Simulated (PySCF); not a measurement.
```xyz
4
charge 0 multiplicity 1, angstrom
Te   -0.2027    0.0000    0.0920
N     1.1711    0.0000    1.2553
O     0.5233    0.0000   -1.7389
H     1.4893    0.0000   -1.6912
```

These are results of PySCF, PBE0, basis Te def2-TZVP with ECP28, N def2-TZVP, O def2-TZVP, H def2-TZVP (scalar-relativistic core potentials, no spin–orbit coupling, density fitting), not measurements.

This geometry of TeN(OH) is a stationary point at this level.

**Question.** What is the point group?

**Answer.** Cs.

**Question.** Is it a minimum?

**Answer.** Yes: all harmonic wavenumbers are real.

**Question.** What are the dipole moment and the gap between the highest occupied and lowest empty levels?

**Answer.** 2.23 D and 4.01 eV.

**Question.** Give the atomic charges and bond orders.

**Answer.** 
```csv
atom,Mulliken,Löwdin,polar tensor,Mayer order to Te1
Te1,0.76,0.81,0.85,–
N2,-0.49,-0.54,-0.37,2.47
O3,-0.59,-0.41,-0.73,0.89
H4,0.32,0.14,0.24,0.03
```
Other Mayer orders above 0.3: O–H 0.87.

Other isomers or separated fragments may lie lower.
